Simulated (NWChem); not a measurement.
# TiOCl$_{2}$; SMILES [Ti]([Cl])(=[O])[Cl]

All runs: NWChem. Structure relaxed at the PBE0/def2-SVP level. Static field.

```tsv
level	isotropic polarisability (bohr³)	anisotropy (bohr³)
PBE/def2-SVPD	65.8	37.0
B3LYP/def2-SVPD	(withheld)	(withheld)
LDA (Slater exchange, VWN5)/def2-SVPD	66.1	37.4
```

Task: Some entries are withheld; supply them.

Result: 
- B3LYP/def2-SVPD, isotropic polarisability (bohr³): 63.5
- B3LYP/def2-SVPD, anisotropy (bohr³): 33.8
